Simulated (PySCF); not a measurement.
**UHF on H (hydrogen, neutral)**

Configuration: 2p1, 2P determinant (an excited configuration). Calculation: PySCF 2.14, in dyall-av3z (10s3p2d, 29 functions); no relativity, point nucleus.

| Property | Result |
| --- | --- |
| Total energy | -0.103012 hartree |
| One-electron energy | -0.1030 hartree |
| Hartree (Coulomb) energy | 0.1359 hartree |
| Exchange energy | -0.1359 hartree |
| Kinetic energy | 0.22047 hartree |
| ⟨S²⟩ | 0.7500 |
| ⟨L²⟩ | 2.000 |
| Sum of ⟨r⟩ | 3.588 bohr |
| Sum of ⟨r²⟩ | 14.42 bohr² |
| Traceless quadrupole moment −½Σ⟨3z² − r²⟩ along its main axis | -5.77 e·bohr² |
| Density at the nucleus (Gaussians lack the cusp) | 0 bohr⁻³ |
| Langevin diamagnetic susceptibility | -11.4 ×10⁻⁶ cm³/mol |

```
shell  electrons  mean orbital energy (hartree)  rms radius, mean of both spins (bohr)
 2p α          1                       -0.10301                                   3.80
```

The outer electron is Rydberg-like, and this basis confines it to a smaller radius and binds it less than a complete one would.

Spin-orbit constants ζ (cm⁻¹) from the X2C one-electron operator on these orbitals (non-relativistic here): bare nucleus, nucleus screened by l(l+1)(2l+1)/3 electrons, and screened by the Breit-Pauli mean field of the electrons.

| shell | bare | screened nucleus | mean field |
| --- | --- | --- | --- |
| 2p | 0.4221 | 0.4221 | 0.3924 |

To first order the Landé constant is A = 0.3924 cm⁻¹, so the lowest level has J = 1/2 and lies 4.87e-05 eV below the centre of the term.
